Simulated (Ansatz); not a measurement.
System: C3H5Cl, net charge 0, singlet state. SMILES: C=CCCl
Coordinates optimised at B3LYP-D3(BJ)/def2-TZVP (Ansatz, an electronic-structure program):
```xyz
9

C     -2.1642    -0.0739    -0.5893
C     -1.0423    -0.6247    -0.1452
C      0.3064    -0.2573    -0.6484
Cl     1.3317     0.4369     0.6866
H     -2.1537     0.7014    -1.3467
H     -3.1319    -0.3786    -0.2132
H     -1.0721    -1.3903     0.6228
H      0.2594     0.4987    -1.4278
H      0.8592    -1.1222    -1.0096
```
Charge 0, spin multiplicity 1.

PBE beside other levels, property by property. Cores are frozen in the correlated levels unless marked. UHF or UKS for open shells. No spin-orbit coupling. Non-relativistic. CBS(X,Y): correlation extrapolated as X^-3; Hartree-Fock from the larger set. The bracket is a focal-point correction in the basis named. Atomisation energies are electronic, to ground-state atoms; the column to compare with has the core term from cc-pwCVTZ added, other frozen-core levels have none. Vertical energies are electronic, to the SCF solution reached for that spin. The coupled-cluster column (Ansatz) is a level with limits of its own: (a) RI-MP2/CBS(aug-cc-pV(T+d)Z,aug-cc-pV(Q+d)Z)+[CCSD(T)-MP2]/aug-cc-pV(T+d)Z; (b) CCSD(T)/CBS(cc-pV(T+d)Z,cc-pV(Q+d)Z).

| property | PBE/def2-TZVPD (Ansatz) | r2SCAN/def2-TZVPD (Ansatz) | r2SCAN-D4/def2-TZVPD (Ansatz + dftd4) | CAM-B3LYP/def2-TZVPD (Ansatz) | coupled cluster |
|---|---|---|---|---|---|
| vertical triplet-singlet gap (eV) | 4.31 | 4.05 | 4.05 | 4.32 | 4.56 (a) |
| vertical ionisation energy to the doublet (eV) | 9.88 | 9.95 | 9.95 | 10.25 | 10.54 (a) |
| atomisation energy (kcal/mol) | 855.6 | 839.4 | 840.3 | 836.0 | 840.6 (b) |

As the rows show:
- vertical triplet-singlet gap: PBE lies 0.25 eV below coupled cluster.
- vertical ionisation energy to the doublet: PBE lies 0.66 eV below coupled cluster.
- atomisation energy: PBE lies 15.0 kcal/mol above coupled cluster.
